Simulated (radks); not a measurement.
Question: These are the eigenvalues of the occupied orbitals of an atom or ion with whole-number occupations (eV). Calculated with a radial shooting solver on a logarithmic mesh with Libxc functionals: non-relativistic Kohn-Sham, PBEsol, spin-polarised, spherical densities, point nucleus.

| orbital | eigenvalue |
|---|---|
| 1s up | -20036.71 |
| 1s down | -20036.59 |
| 2s up | -3400.710 |
| 2s down | -3391.011 |
| 2p up | -3192.208 |
| 2p down | -3185.131 |
| 3s up | -1074.305 |
| 3s down | -1063.576 |
| 3p up | -996.7886 |
| 3p down | -985.5059 |
| 3d up | -863.9654 |

Which element is it, and in what charge state? The configuration may be excited. Open shells, if any, are filled with parallel spins first.

Answer: Z = 42, molybdenum, charge +20: Mo20+ in [Ar] 3d4. The list shows which subshells hold electrons but not how many an open one holds; the 1s level, -736.34 hartree, gives Z - s = 38.4 by -(Z - s)^2/2, which with screening narrows Z to a few neighbours, and the depths of the outer levels then fix element, charge and occupations together.
